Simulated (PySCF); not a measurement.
BFH5PSi.
SMILES: `BP[SiH2]F`

Torsions of this conformer, `[BH2:1][PH:2][SiH2:3][F:4]`: B1–P2–Si3–F4 -151°.

The closed-shell ground state was solved at several levels (PySCF, density fitting, gas phase, non-relativistic). Geometry: PBE0-D3(BJ)/def2-SVP, one conformer, isolated molecule.

| level | basis functions | total energy (Eh) | HOMO (eV) | LUMO (eV) | gap (eV) | dipole (D) |
| --- | --- | --- | --- | --- | --- | --- |
| B3LYP/pcSseg-2 | 228 | -758.7317 | -7.50 | -2.15 | 5.35 | 1.47 |
| CAM-B3LYP/def2-SVPD | 131 | -758.2659 | -8.92 | -0.86 | 8.06 | 1.49 |

(1) What might PBE0/pcSseg-1 (107 basis functions) give for the same quantities?

(2) Over all these levels, which gives the widest orbital gap and which the narrowest?

(3) How far do the dipole and the HOMO energy spread over the levels?

Results:

(1) Total energy -758.1601 Eh, HOMO -7.75 eV, LUMO -1.93 eV, gap 5.82 eV, dipole 1.70 D.

(2) CAM-B3LYP/def2-SVPD (range-separated hybrid) has the widest, 8.06 eV, and B3LYP/pcSseg-2 (global hybrid, 20 % exact exchange) the narrowest, 5.35 eV. Functional and basis both differ between the two, so the spread mixes both effects.

(3) The dipole runs from 1.47 to 1.70 D (mean 1.56 D) and the HOMO from -8.92 to -7.50 eV.
